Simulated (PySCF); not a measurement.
`C=C(F)/C(F)=C/C(F)(F)F`, C₅H₃F₅

Geometry:
```json
{"atom": "C1", "x (Å)": "2.427", "y (Å)": "0.641", "z (Å)": "-0.977"}
{"atom": "C2", "x (Å)": "1.507", "y (Å)": "-0.167", "z (Å)": "-0.451"}
{"atom": "F3", "x (Å)": "1.762", "y (Å)": "-1.449", "z (Å)": "-0.198"}
{"atom": "C4", "x (Å)": "0.145", "y (Å)": "0.230", "z (Å)": "-0.094"}
{"atom": "F5", "x (Å)": "-0.115", "y (Å)": "1.504", "z (Å)": "-0.342"}
{"atom": "C6", "x (Å)": "-0.769", "y (Å)": "-0.594", "z (Å)": "0.427"}
{"atom": "C7", "x (Å)": "-2.169", "y (Å)": "-0.203", "z (Å)": "0.767"}
{"atom": "F8", "x (Å)": "-2.673", "y (Å)": "-1.052", "z (Å)": "1.667"}
{"atom": "F9", "x (Å)": "-2.251", "y (Å)": "1.026", "z (Å)": "1.278"}
{"atom": "F10", "x (Å)": "-2.969", "y (Å)": "-0.241", "z (Å)": "-0.305"}
{"atom": "H11", "x (Å)": "2.181", "y (Å)": "1.683", "z (Å)": "-1.171"}
{"atom": "H12", "x (Å)": "3.421", "y (Å)": "0.262", "z (Å)": "-1.215"}
{"atom": "H13", "x (Å)": "-0.497", "y (Å)": "-1.637", "z (Å)": "0.588"}
```

Computed, not measured: quadratic response CAM-B3LYP/aug-cc-pVDZ first hyperpolarisability, Taylor convention, gas phase (PySCF 2.14.0). Geometry: PBE0-D3(BJ)/def2-SVP.

Give the tensor of the second harmonic β(−2ω;ω,ω) at 1064 nm in the axes of these coordinates.

In au, Taylor convention; rows are the first index (the induced dipole):
|  | xx | yy | zz | xy | xz | yz |
| --- | --- | --- | --- | --- | --- | --- |
| x | -42.7 | -35.0 | -39.6 | -26.9 | -18.1 | +0.4 |
| y | -24.0 | -13.4 | -10.6 | -33.2 | -0.7 | +12.2 |
| z | -17.2 | +13.4 | +43.9 | +1.1 | -35.6 | -9.2 |

Norm of βᵢ = ⅓ Σⱼ (βᵢⱼⱼ + βⱼᵢⱼ + βⱼⱼᵢ): 129.5 au, hyper-Rayleigh value 52.5 au.
